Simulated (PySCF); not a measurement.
ClHSi, SMILES [SiH]Cl (connectivity only; charge and spin as stated), charge -1, multiplicity 2. Atoms are numbered in the order given.

```xyz
3

Si    -0.1095     1.2056     0.0000
H      1.4270     1.3760     0.0000
Cl     0.0063    -1.0738     0.0000
```
Charge -1, spin multiplicity 2.

Geometry: B3LYP-D3(BJ)/def2-TZVPD. The multiplicity is an assumed one; other spin states were not compared. The isomer is the one that the SMILES or the coordinates give; other isomers of the formula were not compared.

Calculation: PySCF with B3LYP/pcH-1.

Unrestricted Kohn–Sham, ⟨S²⟩ = 0.754. Hyperfine tensors hold the contact and dipolar terms, without spin-orbit corrections.

**Question.** Estimate the hyperfine couplings. (The exact figures need the calculation; the answer reports its results.)

**Answer.** 
```tsv
nucleus	A(iso) (MHz)	A(iso) (G)	dipolar principal values (MHz)
29Si no. 1	-32.4	-11.6	-179.4, 86.0, 93.4
1H no. 2	-24.5	-8.8	-11.5, 4.2, 7.3
35Cl no. 3	5.9	2.1	-12.4, -10.0, 22.4
```

**Question.** And the g tensor (effective nuclear charges for spin-orbit coupling, GIAO)? (An estimate is asked for; the answer gives what the named calculation found.)

**Answer.** principal values 2.0023, 2.0051, 2.0134; isotropic 2.0069.
